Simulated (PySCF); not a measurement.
Isomers of C7H15FSi, mass 146.093 u with the commonest isotopes. Method: PBE0/pcSseg-1 in PySCF (dipole) on a GFN2-xTB geometry, gas phase. One conformer each, none proved a minimum here; rigid rotors.

Problem. Order these by out-of-plane moment Σ m c² = (Ia + Ib − Ic)/2, largest first.
A. `[CH3:1][CH2:2][C@@H:3]1[CH2:4][CH2:5][SiH2:6][CH2:7][C@@H:8]1[F:9]` with C1–C2–C3–C4 -162°, C2–C3–C4–C5 169°, C3–C4–C5–Si6 58°, C4–C5–Si6–C7 -45°, C5–Si6–C7–C8 45°
B. `[CH3:1][CH2:2][C@@H:3]1[CH2:4][CH2:5][SiH2:6][CH2:7][C@H:8]1[F:9]` with C1–C2–C3–C4 -170°, C2–C3–C4–C5 -61°, C3–C4–C5–Si6 -57°, C4–C5–Si6–C7 43°, C5–Si6–C7–C8 -42°
C. `[CH3:1][CH2:2][C:3](=[CH:4][SiH2:5][CH2:6][F:7])[CH2:8][CH3:9]` with C1–C2–C3–C4 92°, C3–C4–Si5–C6 -172°, C4–Si5–C6–F7 -59°, C2–C3–C8–C9 -86°
D. `[CH3:1][CH2:2][CH2:3]/[C:4]([CH3:5])=[C:6](/[SiH3:7])[CH2:8][F:9]` with C1–C2–C3–C4 179°, C2–C3–C4–C5 -97°, C4–C6–C8–F9 139°
E. `[CH3:1][SiH2:2][CH2:3][C@@H:4]1[CH2:5][CH2:6][CH2:7][C@H:8]1[F:9]` with C1–Si2–C3–C4 172°, Si2–C3–C4–C5 -179°, C3–C4–C5–C6 -161°, C4–C5–C6–C7 42°, C5–C6–C7–C8 -30°, C6–C7–C8–F9 -112°
F. `[CH3:1]/[C:2](=[C:3](\[SiH3:4])[CH2:5][F:6])[CH:7]([CH3:8])[CH3:9]` with C2–C3–C5–F6 -69°, C1–C2–C7–C8 80°

Solution. B (111.31 u·Å²), F (72.55 u·Å²), A (67.16 u·Å²), D (38.84 u·Å²), C (37.25 u·Å²), E (28.15 u·Å²).

Problem. Order these by dipole moment, largest first.
A. `[CH3:1][CH2:2][C@@H:3]1[CH2:4][CH2:5][SiH2:6][CH2:7][C@@H:8]1[F:9]` with C1–C2–C3–C4 -162°, C2–C3–C4–C5 169°, C3–C4–C5–Si6 58°, C4–C5–Si6–C7 -45°, C5–Si6–C7–C8 45°
B. `[CH3:1]/[C:2](=[C:3](\[SiH3:4])[CH2:5][F:6])[CH:7]([CH3:8])[CH3:9]` with C2–C3–C5–F6 -69°, C1–C2–C7–C8 80°
C. `[CH3:1][SiH2:2][CH2:3][C@@H:4]1[CH2:5][CH2:6][CH2:7][C@H:8]1[F:9]` with C1–Si2–C3–C4 172°, Si2–C3–C4–C5 -179°, C3–C4–C5–C6 -161°, C4–C5–C6–C7 42°, C5–C6–C7–C8 -30°, C6–C7–C8–F9 -112°
D. `[CH3:1][CH2:2][CH2:3]/[C:4]([CH3:5])=[C:6](/[SiH3:7])[CH2:8][F:9]` with C1–C2–C3–C4 179°, C2–C3–C4–C5 -97°, C4–C6–C8–F9 139°

Solution. D (2.85 D), C (2.19 D), B (1.98 D), A (1.77 D).

Problem. Order these by rotational constant B, largest first.
A. `[CH3:1]/[C:2](=[C:3](\[SiH3:4])[CH2:5][F:6])[CH:7]([CH3:8])[CH3:9]` with C2–C3–C5–F6 -69°, C1–C2–C7–C8 80°
B. `[CH3:1][CH2:2][C@@H:3]1[CH2:4][CH2:5][SiH2:6][CH2:7][C@H:8]1[F:9]` with C1–C2–C3–C4 -170°, C2–C3–C4–C5 -61°, C3–C4–C5–Si6 -57°, C4–C5–Si6–C7 43°, C5–Si6–C7–C8 -42°
C. `[CH3:1][SiH2:2][CH2:3][C@@H:4]1[CH2:5][CH2:6][CH2:7][C@H:8]1[F:9]` with C1–Si2–C3–C4 172°, Si2–C3–C4–C5 -179°, C3–C4–C5–C6 -161°, C4–C5–C6–C7 42°, C5–C6–C7–C8 -30°, C6–C7–C8–F9 -112°
D. `[CH3:1][CH2:2][C:3](=[CH:4][SiH2:5][CH2:6][F:7])[CH2:8][CH3:9]` with C1–C2–C3–C4 92°, C3–C4–Si5–C6 -172°, C4–Si5–C6–F7 -59°, C2–C3–C8–C9 -86°
E. `[CH3:1][CH2:2][CH2:3]/[C:4]([CH3:5])=[C:6](/[SiH3:7])[CH2:8][F:9]` with C1–C2–C3–C4 179°, C2–C3–C4–C5 -97°, C4–C6–C8–F9 139°

Solution. B (1072 MHz), A (942.2 MHz), E (751.1 MHz), C (713.0 MHz), D (666.7 MHz).

| SMILES | point group | Ia (u·Å²) | Ib (u·Å²) | Ic (u·Å²) | κ | μa (D) | μb (D) | μc (D) |
| --- | --- | --- | --- | --- | --- | --- | --- | --- |
| C/C(=C(\[SiH3])CF)C(C)C | C1 | 307.98 | 536.38 | 699.26 | -0.52 | 1.18 | 1.21 | 1.02 |
| CCC/C(C)=C(/[SiH3])CF | C1 | 270.54 | 672.87 | 865.73 | -0.74 | 2.66 | 0.96 | 0.37 |
| C[SiH2]C[C@@H]1CCC[C@H]1F | C1 | 184.22 | 708.84 | 836.76 | -0.90 | 0.47 | 1.97 | 0.82 |
| CCC(=C[SiH2]CF)CC | C1 | 274.11 | 758.03 | 957.64 | -0.79 | 1.78 | 1.26 | 0.59 |
| CC[C@@H]1CC[SiH2]C[C@H]1F | C1 | 284.77 | 471.63 | 533.77 | -0.70 | 1.32 | 1.16 | 0.90 |
| CC[C@@H]1CC[SiH2]C[C@@H]1F | C1 | 221.25 | 543.90 | 630.83 | -0.83 | 0.62 | 0.73 | 1.49 |
